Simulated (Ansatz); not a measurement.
The cluster MoS₂⁻. Total charge -1; doublet. Geometry PBE0-D4/def2-TZVPD.

```
atom   x (Å)   y (Å)   z (Å)
 Mo1  -0.386   0.261  -0.365
  S2  -1.245  -1.267   0.891
  S3   1.631   1.007  -0.527
```

In the def2 sets Mo takes a core potential; there is no spin–orbit coupling. HSE06 is defined as in plane-wave codes, on full-range PBE exchange. At PBE-D4/def2-TZVPD, r2SCAN-D4/def2-TZVPD, B97M-V/def2-TZVPD, HSE06-D4/def2-TZVPD and others the charge -1 doublet is spin-contaminated (final ⟨S²⟩ up to 1.71, 0.75 for a pure state). At PBE0-D4/def2-TZVPD a quartet of charge -1 lies 0.63 eV below the doublet, each at its own geometry. The structure comes from a short search, and lower isomers may exist.

Question: Estimate the α-spin orbital energies around the gap (eV) in Ansatz with PBE-D4/def2-TZVPD, r2SCAN-D4/def2-TZVPD, B97M-V/def2-TZVPD, HSE06-D4/def2-TZVPD, CAM-B3LYP-D4/def2-TZVPD.

Answer: 
```tsv
orbital	PBE-D4/def2-TZVPD	r2SCAN-D4/def2-TZVPD	B97M-V/def2-TZVPD	HSE06-D4/def2-TZVPD	CAM-B3LYP-D4/def2-TZVPD
HOMO−13	-62.44	-64.78	-66.02	-66.62	-68.63
HOMO−12	-36.52	-38.07	-38.80	-39.41	-41.55
HOMO−11	-36.43	-37.97	-38.65	-39.37	-41.46
HOMO−10	-36.00	-37.43	-38.18	-38.74	-40.83
HOMO−9	-11.79	-12.45	-12.76	-13.43	-15.48
HOMO−8	-11.36	-11.99	-12.32	-12.94	-14.94
HOMO−7	-3.57	-3.87	-3.90	-4.47	-6.23
HOMO−6	-3.06	-3.29	-3.30	-3.78	-5.45
HOMO−5	-2.68	-2.89	-2.82	-3.33	-4.98
HOMO−4	-2.26	-2.48	-2.41	-2.89	-4.58
HOMO−3	-2.07	-2.36	-2.37	-2.87	-4.44
HOMO−2	-1.47	-1.67	-1.71	-2.09	-3.67
HOMO−1	-0.20	-0.62	-0.68	-1.17	-2.85
HOMO	-0.07	-0.40	-0.15	-0.71	-2.31
LUMO	0.74	1.06	0.93	1.52	3.03
LUMO+1	1.39	1.45	1.59	1.86	3.33
LUMO+2	1.80	1.94	1.96	2.23	3.57
LUMO+3	2.89	3.15	2.86	3.06	3.81
LUMO+4	3.19	3.73	3.17	3.32	3.97
LUMO+5	3.30	3.76	3.30	3.46	4.41
β HOMO	-0.29	-0.75	-0.46	-1.23	-2.96
β LUMO	1.08	1.40	0.68	1.62	2.68
```
